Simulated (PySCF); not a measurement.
# NMR data sheet: dimethyl malonate

```yaml
Formula: C5H8O4
SMILES: COC(=O)CC(=O)OC
Point_group_of_the_computed_structure: C1
Degrees_of_unsaturation: 2
Carbon_signals: 3
Proton_signals: 2
```

Molfile (atoms numbered from 1):
```
C5H8O4
     RDKit          3D

 17 16  0  0  0  0  0  0  0  0999 V2000
    3.4383   -0.2812   -0.5732 C   0  0  0  0  0  0  0  0  0  0  0  0
    2.2500   -0.7077    0.0737 O   0  0  0  0  0  0  0  0  0  0  0  0
    1.1953    0.0969   -0.0668 C   0  0  0  0  0  0  0  0  0  0  0  0
    1.2139    1.1245   -0.6883 O   0  0  0  0  0  0  0  0  0  0  0  0
   -0.0065   -0.4301    0.6811 C   0  0  0  0  0  0  0  0  0  0  0  0
   -1.2545   -0.2887   -0.1561 C   0  0  0  0  0  0  0  0  0  0  0  0
   -1.4046   -0.7969   -1.2338 O   0  0  0  0  0  0  0  0  0  0  0  0
   -2.1800    0.4533    0.4539 O   0  0  0  0  0  0  0  0  0  0  0  0
   -3.3859    0.6451   -0.2673 C   0  0  0  0  0  0  0  0  0  0  0  0
    3.7711    0.6905   -0.1797 H   0  0  0  0  0  0  0  0  0  0  0  0
    3.2752   -0.1791   -1.6560 H   0  0  0  0  0  0  0  0  0  0  0  0
    4.1912   -1.0517   -0.3721 H   0  0  0  0  0  0  0  0  0  0  0  0
   -0.1094    0.1378    1.6167 H   0  0  0  0  0  0  0  0  0  0  0  0
    0.1419   -1.4906    0.9253 H   0  0  0  0  0  0  0  0  0  0  0  0
   -4.0272    1.2684    0.3662 H   0  0  0  0  0  0  0  0  0  0  0  0
   -3.8740   -0.3181   -0.4764 H   0  0  0  0  0  0  0  0  0  0  0  0
   -3.1887    1.1491   -1.2247 H   0  0  0  0  0  0  0  0  0  0  0  0
  1  2  1  0
  2  3  1  0
  3  4  2  0
  3  5  1  0
  5  6  1  0
  6  7  2  0
  6  8  1  0
  8  9  1  0
  1 10  1  0
  1 11  1  0
  1 12  1  0
  5 13  1  0
  5 14  1  0
  9 15  1  0
  9 16  1  0
  9 17  1  0
M  END
```

Computational details: spin–spin couplings from B3LYP/pcJ-1 (without the spin–dipole term), B97-2/pcSseg-1 with gauge-including orbitals, PBE0-D3(BJ)/def2-SVP geometry, in PySCF (relativity neglected, rapidly exchanging positions averaged, one computed conformer, no solvent model).

Chemical shifts δ = σref − σ; $^{1}$H, $^{13}$C vs TMS; $^{17}$O vs H2O, all at this level.

| carbon | δC, type | δH (multiplicity, J in Hz) | HMBC from (abs. J ≥ 3 Hz) | span of the C tensor (ppm) |
| --- | --- | --- | --- | --- |
| C1/C9 | 52.6, CH3 | 3.63 (s) | – | 73 |
| C3/C6 | 169.5, C | – | H10/H11/H12/H15/H16/H17, H13/H14 | 156 |
| C5 | 41.0, CH2 | 3.13 (s) | – | 40 |

Other nuclei:
```json
{"atoms": "O4/O7", "nucleus": "$^{17}$O", "environment": "ester carbonyl oxygen", "δ (ppm)": "428.1", "σ (ppm)": "-96.4"}
{"atoms": "O2/O8", "nucleus": "$^{17}$O", "environment": "ester alkoxy oxygen", "δ (ppm)": "198.1", "σ (ppm)": "133.5"}
```

Selected couplings (Hz, signed; the shortest-range and largest first, 30 at most; isotopes $^{13}$C, $^{1}$H): $^{1}J$(C1,H10) 152.5, $^{1}J$(C5,H13) 137.2.

1. Carbon types of the structure: 2 × C, 1 × CH2, 2 × CH3, which accounts for all hydrogens.
2. δC 169.5: ester carbonyl carbon; it is a carbonyl in resonance with an O or N lone pair, the region of acids, esters and amides.
3. δC 52.6: methyl carbon bonded to O; pulled downfield by the heteroatom.
4. δC 41.0: sp3 CH2 α to a carbonyl; α to the electron-withdrawing carbonyl group.
5. δH 3.63: hydrogen on a methyl carbon bonded to O; its carbon carries O, which withdraws density.
6. δH 3.13: hydrogen on an sp3 CH2 α to a carbonyl; α to C=O.

Shifts are as computed. Against solution values, carbons near 30 ppm lie about +1 ppm off and those near 130 ppm about +2 ppm. Of 1211 compounds with measured shifts, 218 miss one by over three times the rms of a fit or turn the order of signals round; such compounds aren't used in these exercises. Unscaled 17O shifts of doubly bonded oxygen tend to come out too high, by tens of ppm or more. Experimental scales use liquid or dissolved standards, which lie at an offset from isolated H2O (liquid H2O: subtract about 36 ppm).
